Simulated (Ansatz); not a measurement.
Molecule: sum formula H₃SiSO₃, net charge 0, doublet state. It need not be the lowest isomer of its formula. 
Geometry from a B3LYP-D3(BJ)/def2-TZVP (Ansatz, a first-principles code) optimisation:
```
Si
O 1 1.6316
H 2 0.9620 1 116.96
O 1 1.6336 2 106.04 3 -16.67
H 4 0.9604 1 118.61 2 177.04
O 1 1.6398 2 115.28 3 101.58
H 6 0.9613 1 117.80 2 62.83
S 1 2.1264 2 107.01 3 -141.38
```
Charge 0, spin multiplicity 2.

Total electronic energies in hartree. Cores are frozen in the correlated levels unless marked. Open shells are spin-unrestricted. No spin-orbit coupling. No relativistic terms. CBS(X,Y): correlation extrapolated as X^-3; Hartree-Fock from the larger set.

```json
[
 {"level": "RI-HF/cc-pV(T+d)Z", "program": "Ansatz", "energy (Eh)": "-913.11321"},
 {"level": "PBE-D3(BJ)/def2-TZVPD", "program": "Ansatz + dftd3", "energy (Eh)": "-914.89157"},
 {"level": "B3LYP-D3(BJ)/def2-TZVPD", "program": "Ansatz + dftd3", "energy (Eh)": "-915.49211"},
 {"level": "PBE0/def2-SVP", "program": "Ansatz", "energy (Eh)": "-914.40078"},
 {"level": "PBE0-D3(BJ)/def2-TZVP", "program": "Ansatz + dftd3", "energy (Eh)": "-914.94578"},
 {"level": "BHLYP/def2-TZVPD", "program": "Ansatz", "energy (Eh)": "-915.33916"},
 {"level": "r2SCAN0/def2-TZVPD", "program": "Ansatz", "energy (Eh)": "-915.24516"},
 {"level": "B2PLYP-D3(BJ)/def2-TZVPD", "program": "Ansatz + dftd3", "energy (Eh)": "-915.06439"},
 {"level": "B2PLYP-D4/def2-TZVPD", "program": "Ansatz + dftd4", "energy (Eh)": "-915.06367"},
 {"level": "B2PLYP/def2-TZVPD", "program": "Ansatz", "energy (Eh)": "-915.05847"},
 {"level": "MP2/cc-pwCVTZ", "program": "Ansatz", "energy (Eh)": "-914.11119"},
 {"level": "RI-MP2/cc-pV(Q+d)Z", "program": "Ansatz", "energy (Eh)": "-914.19749"},
 {"level": "CCSD(T)/STO-3G", "program": "Ansatz", "energy (Eh)": "-902.27381"},
 {"level": "CCSD(T)/cc-pV(D+d)Z", "program": "Ansatz", "energy (Eh)": "-913.79142"},
 {"level": "CCSD(T)/CBS(cc-pV(T+d)Z,cc-pV(Q+d)Z)", "program": "Ansatz", "energy (Eh)": "-914.3178"}
]
```

Totals of different functionals don't rank their quality; only differences between species are comparable.
